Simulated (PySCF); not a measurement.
How methods differ on the ionisation energy of W³⁺

W³⁺ [Xe] 4f14 5d3 [5d3/2^3, M_J = 3/2] → W⁴⁺ [Xe] 4f14 5d2 [5d3/2^2, M_J = 2], as a difference of total energies. All numbers are calculated (PySCF 2.14, the two-component X2C-1e Hamiltonian, in x2c-TZVPall-2c (11s11p10d2f, 108 functions)). "Screened" scales the spin-orbit matrix elements by Boettger's factors to mimic the two-electron term; Breit and QED terms are absent.

```csv
method,ionisation energy (eV)
GHF (spin-free),36.959
GHF (screened spin-orbit),36.771
```

The spin-free rows relax to the high-spin LS determinant and lack the spin-orbit shift.

Errors of the correlated levels include the incompleteness of this basis and the frozen core.

The labels give the starting determinants; with spin-orbit coupling the two ends relaxed to ⟨J²⟩ = 5.62, ⟨L²⟩ = 11.71, ⟨S²⟩ = 3.65 and ⟨J²⟩ = 6.36, ⟨L²⟩ = 11.33, ⟨S²⟩ = 1.87.

The determinant of W³⁺ and of W⁴⁺ mixes levels of different J (the jj label is only the starting occupation), so the difference between spin-free and spin-orbit rows is not the physical spin-orbit shift.

For comparison: 38.2 ± 0.4 eV (semi-empirical (NIST evaluation); NIST Atomic Spectra Database, ionization energies).
